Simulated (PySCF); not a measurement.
Working out the ionisation energy of I(2+)

I(2+) [Kr] 4d10 5s2 5p3 (4S) → I(3+) [Kr] 4d10 5s2 5p2 (3P). Computed with PySCF 2.14 in aug-cc-pVDZ-PP with ECP28MDF (5s4p3d, 32 functions), with scalar relativity through the core potential. Frozen: 4s2 4p6 4d10. Energies in hartree (1 hartree = 27.21139 eV):

```json
{"part": "UHF", "I(2+) (lower)": "-293.654396", "I(3+) (upper)": "-292.558436"}
{"part": "MP2 opposite-spin", "I(2+) (lower)": "-0.035232", "I(3+) (upper)": "-0.031271"}
{"part": "MP2 same-spin", "I(2+) (lower)": "-0.012526", "I(3+) (upper)": "-0.005782"}
```

Problem. What does Hartree-Fock give?

Solution. (-292.558436) − (-293.654396) = 1.095960 hartree = 29.823 eV.

Problem. What do MP2 and SCS-MP2 (6/5 opposite-spin, 1/3 same-spin) give?

Solution. The opposite-spin parts differ by 0.108 eV and the same-spin parts by 0.184 eV. MP2: 29.823 + (0.108) + (0.184) = 30.115 eV. SCS-MP2: 29.823 + 1.2 × (0.108) + (0.184)/3 = 30.014 eV.

Reference: 29.57 ± 0.025 eV (measured; NIST Atomic Spectra Database, ionization energies), between the lowest levels; spin-orbit coupling is absent from the calculation.

A double-zeta basis recovers only part of the correlation energy.

What remains against the reference includes basis incompleteness, the frozen core and correlation beyond second order.
